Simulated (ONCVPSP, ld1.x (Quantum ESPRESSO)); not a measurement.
## Potentials for magnesium compared

Generated with ld1.x 7.5 (TM, RRKJ, ultrasoft, PAW), atompaw 4.2 or ONCVPSP 4.0.1. The cutoff is in Ry: for ld1.x and atompaw files where the sum of valence levels is converged to 10 mRy in a Bessel basis, for ONCV files where the hardest occupied wave has 1 mHa per electron of residual kinetic energy. The error is the largest all-electron minus pseudo excitation energy over each file’s own four to seven test configurations (ionisations up to +4, promotions, holes and added fractions of an electron), all of which were solved. The labels leave out finer settings (local radius, basis sizes, second energies), which also bear on the numbers. Spin-polarised tests are not counted. The rows are a selection from randomly drawn settings: files with unsolved tests, undetermined cutoffs or missed reference levels are left out.

| potential | cutoff (Ry) | largest error (meV) | bound ghosts |
| --- | --- | --- | --- |
| ONCV, PBE, scalar-relativistic, rc 1.30/1.05 (sp), local smoothed, core correction no, reference 2s2 2p6 3s1 3p1, qcut 9.2/13.1, projectors 2/2 | 129 | -250 | none |
| ONCV, PBE, non-relativistic, rc 1.05/1.15 (sp), local smoothed, core correction no, reference 2s2 2p6 3s1 3p1, qcut 10/11.5, projectors 2/2 | 104 | -267 | none |
| ONCV, LDA (Perdew-Zunger), scalar-relativistic, rc 1.25/1.00/1.05 (spd), local smoothed, core correction yes, reference 2s2 2p6 3s1, qcut 8.5/17.3/10.4, projectors 2/1/2 | 194 | -24 | none |
| TM, LDA (PZ), non-relativistic, rc 2.55/3.15 (sp), local s, core correction no, reference 3s1.75 3p0.25 | 6 | +102 | none |
| ONCV, LDA (Perdew-Zunger), scalar-relativistic, rc 1.15/0.60 (sp), local smoothed, core correction yes, reference 2s2 2p6 3s2, qcut 9.4/12.4, projectors 2/2 | 1068 | -0.7 | none |
| ONCV, PBE, scalar-relativistic, rc 1.05/1.15/0.95 (spd), local smoothed, core correction yes, reference 2s2 2p6 3s2, qcut 10.2/12.4/11.7, projectors 2/1/2 | 115 | -61 | none |
| ONCV, Wu-Cohen, scalar-relativistic, rc 1.25/0.70/1.20 (spd), local smoothed, core correction yes, reference 2s2 2p6 3s2, qcut 10.1/24.9/9.1, projectors 2/2/1 | 347 | -0.8 | none |
| ONCV, PBEsol, scalar-relativistic, rc 1.10/1.05/1.05 (spd), local smoothed, core correction yes, reference 2s2 2p6 3s1 3p1, qcut 12.6/16.6/10.3, projectors 2/2/2 | 166 | +135 | none |

(1) Fill in the row for Mg: ONCV, PW91, scalar-relativistic, rc 0.95/0.90/0.95 (spd), local smoothed, core correction yes, reference 2s2 2p6 3s2, qcut 14/19.1/9, projectors 3/1/3.

## Answers

(1) cutoff 220 Ry, largest error -29 meV, bound ghosts: none.
